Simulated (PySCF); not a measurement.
From computed data to an observable: entropy of an ideal gas

SnH2, SMILES [SnH2] (connectivity only; charge and spin as stated), neutral, multiplicity 1.

Geometry: B3LYP-D3(BJ)/def2-TZVPD. The def2 effective core potentials stand for the cores of Sn; spin–orbit coupling is left out.

B3LYP-D3(BJ)/def2-TZVPD (PySCF) gives the harmonic wavenumbers 789, 1699, 1701 cm⁻¹ and the rotational temperatures 7.7925, 7.5157, 3.8258 K. The molar mass is 120.73 g/mol, the symmetry number 2, the spin multiplicity 1.

Q: Work out the entropy at 298.15 K and 1 atm in the rigid-rotor, harmonic-oscillator model.

A: 
Translation (Sackur–Tetrode at 1 atm): S = R[1.5 ln M + 2.5 ln T − 1.16487] = 168.5 J/(mol K).
Rotation: q = (√π/σ) T^1.5/√(θA θB θC) = 305, S = R[ln q + 3/2] = 60.0 J/(mol K).
Vibration: with u = 1.4388 ν/T, each mode gives R[u/(e^u − 1) − ln(1 − e^−u)]:
```csv
ν (cm⁻¹),modes,u,S (J/(mol K))
789,1,3.81,0.91
1699,1,8.20,0.02
1701,1,8.21,0.02
```
These are all the modes. Sum 0.9 J/(mol K).
Spin: R ln 1 = 0.0 J/(mol K).
Total 229.5 J/(mol K); the program's own thermochemistry gives 229.5. Translation makes up 73 % and vibration 0 %. Anharmonicity, hindered rotation and orbital degeneracy are left out.
